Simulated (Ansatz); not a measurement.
`O[SiH2]N[SiH](O)O` + `FBF` → `O[SiH2]B(F)F` + `N[SiH](O)O`  (formal exchange of groups at the Si–N bond)

Program: Ansatz. Geometries: PBE0-D4/def2-TZVP. ΔE: electronic, gas phase. CCSD(T)/CBS adds triple-zeta CCSD(T) − MP2 to the extrapolated MP2 energy (def2 sets, frozen cores). This one scheme is used for every species. Functionals use def2-TZVPP. One conformer a species, not always the lowest.

Problem. Is it downhill or uphill in electronic energy at CCSD(T)/CBS, and by how much? (An estimate is asked.)

Solution. Ansatz gave: Uphill: ΔE = +114.4 kJ/mol.

Problem. What do these levels give: BHLYP-D4, CAM-B3LYP-D4, B2PLYP, BLYP, BHLYP, CAM-B3LYP? (Estimate.)

Solution. The calculation gave: BHLYP-D4 121.4, CAM-B3LYP-D4 115.2, B2PLYP 112.2, BLYP 96.2, BHLYP 113.7, CAM-B3LYP 109.8 kJ/mol.

Problem. What do rigid-rotor, harmonic-oscillator terms from PBE0-D4/def2-TZVP frequencies (298.15 K, 1 bar) make of the CCSD(T)/CBS value? (Estimate.)

Solution. Ansatz gave: ΔZPE = -0.1 kJ/mol, ΔH = +116.0 kJ/mol, ΔS = 26 J/(mol·K), ΔG = +108.2 kJ/mol. Modes under 50 cm⁻¹ make the entropy rough.

Largest T1 diagnostic among the species: 0.013.

The D4 term adds +9.1 kJ/mol with B3LYP and +5.1 kJ/mol with PBE0; it sums over pairs of atoms, weighted by their polarisabilities, and B3LYP, whose exchange is more repulsive, gets the larger term. At CCSD(T), def2-SVP lies +10.0 kJ/mol from the extrapolated value and def2-TZVPP +0.6 kJ/mol.

B3LYP here is the variant with VWN-RPA as its local correlation; programs differ in this.
